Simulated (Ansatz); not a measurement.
The cluster Ga₂As₃⁻, relaxed as a singlet with RKS r2SCAN-D4/def2-SVPD in Ansatz, starting from the GFN2-xTB geometry. Force threshold 0.02 eV/Å.

The structure comes from a short search, and lower isomers may exist.

Start:

Cartesian coordinates in Å:
```
Ga 0.291 -0.429 1.355
Ga -0.571 -0.334 -1.275
As -0.798 -2.187 0.183
As -0.274 1.571 -2.483
As 1.352 1.379 2.220
```

Q: Estimate the energy that the relaxation releases and the steps that it takes.

A: 2.12 eV, in 14 steps; 94 s on 4 threads of Arm Neoverse V2 on a shared host. No frequencies were taken in this run, so the end may be a saddle point.

Q: Does the start keep its bonding?

A: Bonds formed: As4–As5 (atoms count from 1). The end is the same structure that another start reached, the lowest one found.

Q: Predict the relaxed structure.

A: 
```xyz
5

Ga   -0.096   -0.424    1.464
Ga   -0.278   -0.600   -1.373
As   -0.830   -2.273    0.196
As   -0.050    1.806   -1.089
As    1.254    1.491    0.803
```
Bond lengths (bridged metal pairs left out): 4 × As–Ga 2.36 to 2.43 Å; 1 × As–As 2.32 Å.
